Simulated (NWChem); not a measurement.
H$_{6}$Al$_{2}$O$_{2}$ in NWChem

```xyz
10

Al     0.0000     0.0000    -1.4398
Al     0.0000     0.0000     1.4398
O      0.0682    -1.2250     0.0000
H     -0.4229    -2.0643     0.0000
H     -1.3925    -0.1855    -2.2043
H      1.3925     0.1855    -2.2043
O     -0.0682     1.2250     0.0000
H      0.4229     2.0643     0.0000
H     -1.3925    -0.1855     2.2043
H      1.3925     0.1855     2.2043
```
Charge 0, spin multiplicity 1.

Program: NWChem. Structure: optimised with PBE/def2-SVP, a minimum by its harmonic frequencies. It is one conformer; others weren't searched.

Symmetry labels belong to the abelian group C2h used in the runs, with the axes of the coordinates shown.

B3LYP has NWChem's definition, with VWN1-RPA local correlation. The Pople sets run with spherical d functions. The structure started from a generated list of species.

Q: List the lowest 3 singlet excitations that TD-B3LYP/6-31+G* (spherical d), VWN1-RPA local correlation gives, with oscillator strengths.

A: 
```json
[
 {"state": "1", "symmetry": "ag", "energy (eV)": "5.75", "wavelength (nm)": "216", "f": "0.000"},
 {"state": "2", "symmetry": "au", "energy (eV)": "6.08", "wavelength (nm)": "204", "f": "0.000"},
 {"state": "3", "symmetry": "bu", "energy (eV)": "6.40", "wavelength (nm)": "194", "f": "0.023"}
]
```
